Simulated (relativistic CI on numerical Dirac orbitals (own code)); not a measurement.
**Eu2+ (4f7) in a crystal field**

Calculated by Dirac-Coulomb-Breit CI, orbitals from a KLI potential per configuration, a model potential for QED, valence Slater integrals scaled by 0.85, one configuration in a parametric crystal field (own radial code).

Field parameters in Wybourne normalisation. The field is a parameter set, without covalency.

S and J are read from ⟨S²⟩ = S(S + 1) and ⟨J²⟩ = J(J + 1) of each level; they are not fictitious spins.

D3d, B20 = 390, B40 = -290, B43 = -160, B60 = 140, B63 = 480, B66 = -440 cm⁻¹, the lowest 10 levels:

| E (cm⁻¹) | Degeneracy | Irrep | S | J |
| --- | --- | --- | --- | --- |
| 0.0 | 2 | Γ4 | 3.48 | 3.50 |
| 0.2 | 2 | Γ4 | 3.48 | 3.50 |
| 0.3 | 2 | Γ5+Γ6 | 3.48 | 3.50 |
| 0.3 | 2 | Γ4 | 3.48 | 3.50 |
| 28060 | 2 | Γ4 | 2.46 | 3.52 |
| 28094 | 2 | Γ4 | 2.46 | 3.52 |
| 28114 | 2 | Γ5+Γ6 | 2.46 | 3.53 |
| 28123 | 2 | Γ4 | 2.46 | 3.53 |
| 28497 | 2 | Γ4 | 2.48 | 2.57 |
| 28528 | 2 | Γ5+Γ6 | 2.48 | 2.55 |

Principal g values of the ground doublet: 0.01, 0.01, 13.97.

D3d, B20 = -420, B40 = -700, B43 = 1120, B60 = 20, B63 = -140, B66 = 430 cm⁻¹, the lowest 10 levels:

```json
{"E (cm⁻¹)": "0.0", "Degeneracy": "2", "Irrep": "Γ4", "S": "3.48", "J": "3.50"}
{"E (cm⁻¹)": "0.1", "Degeneracy": "2", "Irrep": "Γ5+Γ6", "S": "3.48", "J": "3.50"}
{"E (cm⁻¹)": "0.2", "Degeneracy": "2", "Irrep": "Γ4", "S": "3.48", "J": "3.50"}
{"E (cm⁻¹)": "0.4", "Degeneracy": "2", "Irrep": "Γ4", "S": "3.48", "J": "3.50"}
{"E (cm⁻¹)": "28063", "Degeneracy": "2", "Irrep": "Γ4", "S": "2.46", "J": "3.52"}
{"E (cm⁻¹)": "28080", "Degeneracy": "2", "Irrep": "Γ5+Γ6", "S": "2.46", "J": "3.52"}
{"E (cm⁻¹)": "28109", "Degeneracy": "2", "Irrep": "Γ4", "S": "2.46", "J": "3.51"}
{"E (cm⁻¹)": "28148", "Degeneracy": "2", "Irrep": "Γ4", "S": "2.46", "J": "3.50"}
{"E (cm⁻¹)": "28512", "Degeneracy": "2", "Irrep": "Γ4", "S": "2.48", "J": "2.51"}
{"E (cm⁻¹)": "28529", "Degeneracy": "2", "Irrep": "Γ5+Γ6", "S": "2.48", "J": "2.52"}
```

Principal g values of the ground doublet: 1.99, 7.98, 7.98.

The next free-ion level lies 28115 cm⁻¹ above the lowest; the field splits the ground level into components whose J stays near 7/2 as long as their spread is small against that gap.

Levels of this model without a field, named by their leading LS term: 8S°_7/2 0, 6P°_7/2 28115, 6P°_5/2 28544, 6P°_3/2 28964, 6I°_7/2 30621, 6I°_9/2 30891, 6I°_17/2 30969, 6I°_11/2 31111 cm⁻¹.
